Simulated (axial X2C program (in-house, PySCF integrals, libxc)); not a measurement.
MnTe⁺: from the spin-free to the two-component result

All values were computed with an axial X2C code built on PySCF integrals. Spin-free means the one-electron spin-free X2C Hamiltonian; two-component (2c) means X2C with spin–orbit coupling and atomic mean-field two-electron Coulomb and Gaunt terms, so the difference of the two also holds small scalar two-electron terms. Basis: Te dyall-cv3z [11s12p8d4f1g], Mn dyall-cv3z [9s10p6d3f2g] (cores contracted in-house); Gaussian nuclei, density fitting, unrestricted open shells. Masses: Te 129.906 u, Mn 54.938 u.

Spin-free state: M_S = 2, Λ = 1 (beyond evenly filled blocks: σα, π+α, δ+α, δ-α); fragments Te + Mn+.

```csv
level,Re (Å),ωe (cm⁻¹),De (eV),μ (D)
PBE0,2.494,253.1,1.868,7.45
PBEsol,2.404,274.1,2.731,6.09
```

Dipoles are positive if Mn is the positive end and refer to the centre of mass.

Two-component determinant lowest at the distance of the search:

Ω = 1 (⟨Sz⟩ = 2.01, ⟨Lz⟩ = -1.01 at PBE0); fragments Te + Mn+.

```
 level  Re (Å)  ωe (cm⁻¹)  De (eV)  μ (D)
  PBE0   2.503      246.9    1.865   7.35
PBEsol   2.414      269.9    2.712   6.04
```

Problem. From the two tables, how do the constants change at the PBE0 level (2c against spin-free)?

Solution. At the PBE0 level Re increases by 0.009 Å and ωe decreases by 6.2 cm⁻¹; De changes by -0.003 eV.

One determinant describes the state; a PBE0 search over occupations chose it and may have missed a lower one. Dissociation energies refer to the lowest single-determinant-based atoms at the same level and basis. Density functionals use the spin component along the axis (collinear). Other states lie close and PBE0, whose exact exchange favours high spin, may order them wrongly; the determinant shown need not be the ground state. The nearest other spin-free determinant of the search, M_S = 3, Λ = 1, lies 0.20 eV up at the distance of the search. The functionals have no current-density term, which raises determinants with orbital currents, atoms included. With several unpaired electrons one determinant need not be a pure state. Open-shell Ω = 0 determinants with evenly filled partner blocks cannot be reached by this program, so the Ω shown need not be the lowest component. The determinant is spin-polarised beyond a pure state at some levels (its spin-free form has ⟨S²⟩ too high), which makes Re and μ there less reliable.
